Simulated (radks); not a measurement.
The rhodium ion Rh2+ inside a hard spherical wall (all orbitals vanish at R), configuration held at [Kr] 4d7 and not refilled when levels cross. Calculated with a radial shooting solver on a logarithmic mesh with Libxc functionals: scalar-relativistic Kohn-Sham, r2SCAN, spin-polarised, spherical densities, finite nucleus; open shells are filled with parallel spins first (spin-orbit coupling, left out, can overturn this in heavy ions); meta-GGA in the generalised Kohn-Sham scheme; Fermi nuclear charge, rms radius 4.4945 fm. Eigenvalues in eV for spin up, with the zero of energy where the potential of the charges vanishes at infinity; a dash marks a level that is unbound or too diffuse for the functional's potential to be trusted. A positive occupied level is held by the wall or, in an anion where self-interaction has pushed it up, behind a barrier. The pressure on the wall is -dE/dV.

| R (bohr) | E (hartree) | kinetic (hartree) | e(3d) | e(4s) | e(4p) | e(4d) | e(5s, empty) | e(5p, empty) | pressure (GPa) |
|---|---|---|---|---|---|---|---|---|---|
| free | -4783.78183 | 4954.476 | -324.87 | -106.94 | -74.004 | -27.049 | -19.526 | -13.265 | 0 |
| 15 | -4783.78183 | 4954.476 | -324.87 | -106.94 | -74.004 | -27.049 | -19.526 | -13.265 | < 0.0001 |
| 10 | -4783.78183 | 4954.476 | -324.87 | -106.94 | -74.004 | -27.049 | -19.526 | -13.263 | < 0.0001 |
| 8 | -4783.78183 | 4954.476 | -324.87 | -106.93 | -74.004 | -27.049 | -19.523 | -13.234 | 0.000336 |
| 7 | -4783.78179 | 4954.477 | -324.86 | -106.93 | -74.001 | -27.046 | -19.507 | -13.140 | 0.00479 |
| 5 | -4783.77731 | 4954.523 | -324.66 | -106.76 | -73.832 | -26.888 | -18.859 | -11.533 | 0.966 |
| 3.5 | -4783.64851 | 4955.385 | -321.89 | -104.50 | -71.689 | -24.664 | -11.879 | -0.835 | 57.5 |
| 2 | -4778.22407 | 4980.867 | -284.19 | -78.020 | -44.168 | 9.495 | 88.559 | 115.32 | 9330 |
| 1.5 | -4758.00871 | 5055.675 | -218.56 | -21.491 | 18.595 | 84.001 | 297.49 | 333.65 | 87500 |
